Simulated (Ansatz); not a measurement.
## Ansatz (development build ahead of 0.2.0) run

```yaml
crystal:
  periodic: [false, false, false]
  atoms:
    - { symbol: Cu, position_ang: [0.0, 0.0, -1.20544] }
    - { symbol: Cu, position_ang: [0.0, 0.0, 1.20544] }
basis:
  gaussian: { orbitals: cc-pVDZ }
hamiltonian:
  xc: hf
```

The input is written out in the form of the current development build from the run's settings.

The run gave:

* Converged: yes
* Total energy: -3277.94182 hartree
* Spin squared of the determinant: 0.000
